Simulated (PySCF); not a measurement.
Compound: acenaphthene, C12H10.
SMILES with atom numbers: `[cH:1]1[cH:2][c:3]2[c:4]3[c:5]([cH:6][cH:7][cH:8][c:9]3[cH:10]1)[CH2:11][CH2:12]2`

Cartesian coordinates in Å at the PBE0-D3(BJ)/def2-SVP level; atoms count from 1:
```
atom  x, y, z in Å
C1    -2.0157   -1.5862   -0.7337
C2    -0.7148   -2.1556   -0.7007
C3     0.3695   -1.3191   -0.5602
C4     0.1453    0.0692   -0.4533
C5     1.3445    0.7970   -0.3102
C6     1.2749    2.1673   -0.1980
C7    -0.0001    2.7929   -0.2291
C8    -1.1739    2.0772   -0.3670
C9    -1.1345    0.6626   -0.4850
C10   -2.2329   -0.2254   -0.6312
C11    2.5024   -0.1724   -0.3092
C12    1.8566   -1.5752   -0.4952
H13   -2.8750   -2.2529   -0.8451
H14   -0.5957   -3.2386   -0.7872
H15    2.1740    2.7783   -0.0856
H16   -0.0503    3.8814   -0.1399
H17   -2.1355    2.5966   -0.3854
H18   -3.2506    0.1722   -0.6619
H19    3.2188    0.0587   -1.1137
H20    3.0680   -0.1085    0.6344
H21    2.2118   -2.0661   -1.4157
H22    2.1099   -2.2555    0.3336
```

Probes without a nucleus sit at each ring's centroid and 1 Å off its mean plane on both sides; NICS is minus the shielding there, NICSzz its component along the normal. Level: GIAO PBE0/pcSseg-1 (PySCF, non-relativistic, gas phase) on the PBE0-D3(BJ)/def2-SVP geometry, one conformer.

Ring bond lengths (Å), with Mayer bond orders in brackets: C1–C2 1.420 (1.32), C2–C3 1.377 (1.53), C3–C4 1.410 (1.21), C4–C9 1.411 (1.24), C9–C10 1.420 (1.26), C10–C1 1.382 (1.56); C3–C4 1.410 (1.21), C4–C5 1.410 (1.21), C5–C11 1.510 (1.06), C11–C12 1.555 (1.04), C12–C3 1.510 (1.06); C4–C5 1.410 (1.21), C5–C6 1.377 (1.53), C6–C7 1.421 (1.32), C7–C8 1.382 (1.56), C8–C9 1.420 (1.26), C9–C4 1.411 (1.24).

Q: What do the NICS probes read (ppm)?

A: 
```
              ring                                                      type  NICS(0)  NICS(1), two faces  NICS(1)zz, two faces  rms pucker (Å)  centre to ring atoms, mean (Å)
C1–C2–C3–C4–C9–C10          6-membered carbocycle; formal bonds all aromatic     -8.7       -11.6 / -11.6         -28.1 / -28.1            0.00                            1.40
  C3–C4–C5–C11–C12  5-membered carbocycle; formal bonds 2 aromatic, 3 single      1.8         -1.5 / -1.5             2.5 / 2.5            0.01                            1.26
 C4–C5–C6–C7–C8–C9          6-membered carbocycle; formal bonds all aromatic     -8.7       -11.6 / -11.6         -28.1 / -28.1            0.00                            1.40
```

Q: What can be read from them?

A: 
- C1–C2–C3–C4–C9–C10: mean NICS(1)zz -28.1 ppm, shielded. The ring is flat and has no four-coordinate atom; by the NICS criterion it is aromatic, though in fused rings the probe also feels the neighbouring ring.
- C3–C4–C5–C11–C12: mean NICS(1)zz 2.5 ppm, near zero. C11, C12 have four or more neighbours, and the NICS criterion for π rings isn't applied.
- C4–C5–C6–C7–C8–C9: mean NICS(1)zz -28.1 ppm, shielded, aromatic by this magnetic criterion (flat ring, no four-coordinate atom), though in fused rings the probe also feels the neighbouring ring.

Q: And the bond-length index? HOMA takes Krygowski's 1993 parameters.

A: 
- C1–C2–C3–C4–C9–C10: HOMA 0.86 = 1 − EN − GEO, with mean bond length 1.403 Å, EN = α(Ropt − mean)² = 0.061 and GEO = α × variance = 0.080. The geometric and the magnetic index point the same way.
- C4–C5–C6–C7–C8–C9: HOMA 0.86 = 1 − EN − GEO, with mean bond length 1.403 Å, EN = α(Ropt − mean)² = 0.061 and GEO = α × variance = 0.080. The geometric and the magnetic index point the same way.

Q: How do the values depend on the level or the medium?

A: 
```
                             level  NICS(0), C1–C2–C3–C4–C9–C10  mean NICS(1)zz, C1–C2–C3–C4–C9–C10  NICS(0), C3–C4–C5–C11–C12  mean NICS(1)zz, C3–C4–C5–C11–C12  NICS(0), C4–C5–C6–C7–C8–C9  mean NICS(1)zz, C4–C5–C6–C7–C8–C9
                PBE0/pcSseg-1, gas                         -8.7                               -28.1                        1.8                               2.5                        -8.7                              -28.1
             wB97X-D/pcSseg-1, gas                         -8.6                               -28.0                        1.9                               2.7                        -8.6                              -28.0
    PBE0/pcSseg-1, IEF-PCM acetone                         -8.5                               -28.0                        1.9                               2.5                        -8.5                              -28.0
PBE0/pcSseg-1, IEF-PCM cyclohexane                         -8.6                               -28.1                        1.8                               2.5                        -8.6                              -28.1
```

The geometry is the same throughout; the continuum's cavity takes Bondi-type radii × 1.2.
